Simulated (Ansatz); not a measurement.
`[Cl][GaH2]` → Cl• + Ga• + 2 H•  (atomization)

Computed with Ansatz on PBE0-D4/def2-TZVP structures; ΔE is electronic, products minus reactants. CCSD(T)/CBS adds triple-zeta CCSD(T) − MP2 to the extrapolated MP2 energy (def2 sets, frozen cores). This one scheme is used for every species, atoms too. DFT in def2-TZVPP. B3LYP here is the variant with VWN-RPA as its local correlation; programs differ in this. Open shells (•) are unrestricted, without spin–orbit coupling. Spin–orbit coupling would lower the free atoms: a little for Cl; clearly for Ga. For Ga outer-core shells are correlated without core-valence functions, so the limit isn't a true one: a few kJ/mol of doubt a bond, and 10 to 20 or more in all where bonds break to atoms. Scalar relativity is left out up to krypton.

CCSD(T)/CBS gives +224.9 kcal/mol.

(1) Another level gave +219.0 kcal/mol. Which?
A. HF/def2-TZVPP
B. B3LYP/def2-TZVPP
C. CCSD/def2-TZVPP
D. BLYP-D4/def2-TZVPP

Largest T1 diagnostic among the species: 0.013.

## Answers

(1) C. CCSD/def2-TZVPP 219.0, B3LYP 216.1, HF/def2-TZVPP 170.5, BLYP-D4 214.7 kcal/mol.

From r2SCAN to r2SCAN0 (25 % exact exchange), in def2-TZVPP and without D4, ΔE moves by −2.2 kcal/mol: exact exchange takes away binding that semilocal exchange gives to molecules. Leaving LDA and LC-ωPBE aside and taking each functional with its dispersion term where it has one, the values, not all of them listed here, spread over 14.3 kcal/mol, from BLYP-D4 to B97M-V. LDA lies +31.0 kcal/mol from PBE without D4, its usual overbinding.

For atomizations the MP2-based limit and the directly extrapolated one differ by several kJ/mol either way, and by 10 to 25 for some Ge, Se and Sn compounds, so smaller differences from it don't rank the levels.
